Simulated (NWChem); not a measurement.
AlHSCl2; SMILES [SH][Al]([Cl])[Cl]

```xyz
5

Al     0.0083    -0.0221     0.0000
Cl     1.5507    -1.4269     0.0000
Cl    -1.9820    -0.6628     0.0000
S      0.5013     2.0844     0.0000
H     -0.7979     2.4611     0.0000
```
Atoms are numbered in this order, from 1.

All runs use the structure optimised with PBE0/def2-SVP.

Symmetry labels are those of Cs in the frame above (b1 and b2, or b-type labels, depend on it).

**Question.** List the 4 lowest vertical singlet excitations from PBE/def2-SVP, full TDDFT (NWChem).

**Answer.** 
| state | energy (eV) | oscillator strength | symmetry | leading excitation (squared amplitude) |
|---|---|---|---|---|
| S1 | 5.29 | 0.018 | a" | HOMO → LUMO (1.00) |
| S2 | 5.77 | 0.027 | a' | HOMO → LUMO+1 (0.83) |
| S3 | 6.25 | 0.010 | a' | HOMO−1 → LUMO (0.81) |
| S4 | 6.31 | 0.001 | a" | HOMO−1 → LUMO+1 (0.97) |
